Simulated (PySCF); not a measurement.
A single-point calculation

[EuI3(H2O)]− (singlet in the valence; each metal's 4f electrons, 7 of them, lie in its core potential, out of spins and levels). PySCF 2.14.0, RKS revPBE, Eu lcecp-0-SVP with ECP53, I def2-SVP with ECP28, O def2-SVP, H def2-SVP; non-relativistic Hamiltonian with scalar-relativistic core potentials where named; density fitting; no spin-orbit coupling. Purpose: level revPBE.

```python
mol = gto.M(atom='''
Eu    -0.72760     0.06552    -0.06552
I      0.47947     2.86973     0.83811
I     -2.35482    -1.82737     1.82737
I      0.47947    -0.83811    -2.86973
O     -1.62964     1.76597    -1.76597
H     -1.12720     2.53456    -1.43733
H     -1.12720     1.43733    -2.53456''',
    basis={'Eu': 'lcecp-0-SVP', 'I': 'def2-SVP', 'O': 'def2-SVP', 'H': 'def2-SVP'},
    ecp={'Eu': 'lcecp-0-SVP', 'I': 'def2-SVP'},
    charge=-1, spin=0)
mf = dft.RKS(mol, xc='PBE_R,PBE')
mf.grids.atom_grid = (75, 302)  # f atoms: unpruned, at least (60, 302)
mf = mf.density_fit()  # fitting sets: Eu AutoAux, I def2-universal-JKFIT, O def2-universal-JKFIT, H def2-universal-JKFIT
mf.conv_tol = 1e-08; mf.max_cycle = 55
mf.kernel(dm0)  # dm0: converged density of the relaxed state
mf.nuc_grad_method().kernel()
```

Run from Python with OMP_NUM_THREADS=4; the lines above give its settings. Where DIIS fails, smearing, a level shift and second-order steps follow.
It took 16 s on 4 threads of AMD EPYC (Zen 3) (shared host), from an already converged density.

**Question.** What does the SCF print?

**Answer.** 
```
init E= -999.330579485108
cycle= 1 E= -999.332567517186  delta_E= -0.00199  |g|= 0.0347  |ddm|= 0.297
cycle= 2 E= -999.332012331931  delta_E= 0.000555  |g|= 0.0546  |ddm|= 0.14
cycle= 3 E= -999.332954178809  delta_E= -0.000942  |g|= 0.00448  |ddm|= 0.0805
cycle= 4 E= -999.332956097733  delta_E= -1.92e-06  |g|= 0.00279  |ddm|= 0.0079
cycle= 5 E= -999.332958388024  delta_E= -2.29e-06  |g|= 0.000211  |ddm|= 0.00369
cycle= 6 E= -999.33295840082  delta_E= -1.28e-08  |g|= 7.12e-05  |ddm|= 0.000423
cycle= 7 E= -999.33295840257  delta_E= -1.75e-09  |g|= 6.66e-06  |ddm|= 0.000143
Extra cycle  E= -999.332958402559  delta_E= 1.07e-11  |g|= 8.11e-06  |ddm|= 2.79e-05
converged SCF energy = -999.332958402559
```

The 4f levels lie in the core potential and are missing.

**Question.** What are the Mulliken charges and spins?

**Answer.** 
| atom | charge (e) | spin (e) |
| --- | --- | --- |
| Eu1 | 0.464 | 0.000 |
| I2 | -0.544 | 0.000 |
| I3 | -0.509 | 0.000 |
| I4 | -0.544 | 0.000 |
| O5 | -0.251 | 0.000 |
| H6 | 0.192 | 0.000 |
| H7 | 0.192 | 0.000 |
The spin of the 4f electrons in the core isn't counted.

**Question.** What forces act on the atoms (eV/Å)?

**Answer.** 
```
Eu   0.04 -0.08  0.08
I    0.07  0.12  0.07
I   -0.07 -0.08  0.08
I    0.07 -0.07 -0.12
O   -0.76 -0.15  0.15
H    0.32  0.42  0.17
H    0.32 -0.17 -0.42
```
Forces carry noise of the integration grid, about 0.01 to 0.03 eV/Å.

The geometry was relaxed with PBE0 (Eu lcecp-0-SVP with ECP53, I def2-SVP with ECP28, O def2-SVP, H def2-SVP).

An lcecp potential fixes the number of 4f electrons, so in runs with it no electron can move into or out of that shell.
